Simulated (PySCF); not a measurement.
C4H3ClF2, SMILES C#CC(F)(F)CCl.

The structure is a stationary point at B3LYP-D3(BJ)/def2-SVP. This is a generated structure with no PubChem entry under its InChIKey; it may be hypothetical. The values are those of a single conformer.

Two levels are set side by side: PBE/def2-TZVP (PySCF) and ωB97X/def2-TZVP (PySCF). Same geometry, gas phase. Differences are taken from unrounded values.

| quantity | PBE |
|---|---|
| orbital gap (eV) | 6.00 |
| highest occupied level (eV) | -7.38 |
| lowest empty level (eV) | -1.38 |
| dipole moment (D) | 1.65 |
| mean polarisability (bohr³) | 58.5 |

Problem. These are the PBE values. What does ωB97X give? (Estimate from the structure and the level; the computed values follow.)

Solution. 
```csv
quantity,ωB97X,PBE minus ωB97X
orbital gap (eV),13.18,-7.18
highest occupied level (eV),-11.23,3.85
lowest empty level (eV),1.95,-3.34
dipole moment (D),1.80,-0.15
mean polarisability (bohr³),56.0,2.5
```

Without exact exchange PBE keeps part of each electron's self-repulsion, which lifts occupied levels and narrows the gap. Loosely held outer electrons make PBE densities more polarisable. Differences between two approximate levels are no errors against the true value.

Rough cost on one machine, each run with all the roots and properties that it gave: ωB97X against PBE within a factor of 2.
